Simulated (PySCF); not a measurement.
C3H10SSi2.
Structure used (GFN2-xTB), in Å, numbered top down from 1:
```xyz
16
C3H10SSi2 angstrom
C      3.9851    0.3722   -0.1422
C      2.7734    0.3999    0.3897
Si     1.2529   -0.3264   -0.4338
S     -0.3939    0.4874    0.6816
Si    -2.1116   -0.3982   -0.2584
C     -3.6151    0.2606    0.6743
H      4.1718   -0.0771   -1.1044
H      4.8463    0.7949    0.3523
H      2.6382    0.8666    1.3580
H      1.1954   -1.7845   -0.3303
H      1.1112    0.0740   -1.8324
H     -1.9788   -1.8495   -0.1484
H     -2.1086   -0.0023   -1.6654
H     -4.5311   -0.1715    0.2837
H     -3.6883    1.3408    0.5862
H     -3.5544    0.0222    1.7323
```

Method used: TDDFT PBE0/def2-SVPD, vertical, gas phase, core orbitals frozen in the response (PySCF 2.14.0, density-fitted response routines).

Transition dipole moments from the ground state, in atomic units and in the frame of the coordinates above (overall signs are arbitrary), for the states with f of 0.002 or more among the lowest 8:

```
state  E (eV)      μx      μy      μz
   S1   5.441  -0.346   0.004   0.113
   S2   5.961   0.104  -0.191   0.130
   S4   6.223  -0.031   0.162  -0.120
   S6   6.821   0.300  -0.013  -0.102
   S7   6.960   0.230  -0.095   0.086
   S8   6.992  -0.947  -0.293   0.186
```

Problem. Work out the oscillator strengths.

Solution. f = (2/3) ΔE |μ|² with ΔE in hartree (27.2114 eV).

```
state  |μ|² (au)  |μ| (D)      f
   S1      0.132     0.92  0.018
   S2      0.064     0.64  0.009
   S4      0.042     0.52  0.006
   S6      0.100     0.81  0.017
   S7      0.069     0.67  0.012
   S8      1.018     2.56  0.174
```

Problem. Which bond between heavy atoms lies closest to the direction of the S8 transition dipole?

Solution. C1–C2, at 22° from it; next C2–Si3 and S4–Si5 at 38°.

Problem. What angle do the transition dipoles of S6 and S7 make?

Solution. |cos θ| = |μa·μb| / (|μa| |μb|) = 0.73, so θ ≈ 43° (taken between 0 and 90°, since the signs are arbitrary).

Problem. What peak molar absorption coefficient would the strongest computed level give as a lone Gaussian band 0.3 eV wide at half height?

Solution. ε(max) = 2.175×10⁸ f / FWHM, with the width in cm⁻¹. S8: 2.175×10⁸ × 0.1743 / 2420 ≈ 16000 L mol⁻¹ cm⁻¹.

One conformer stands for the species.
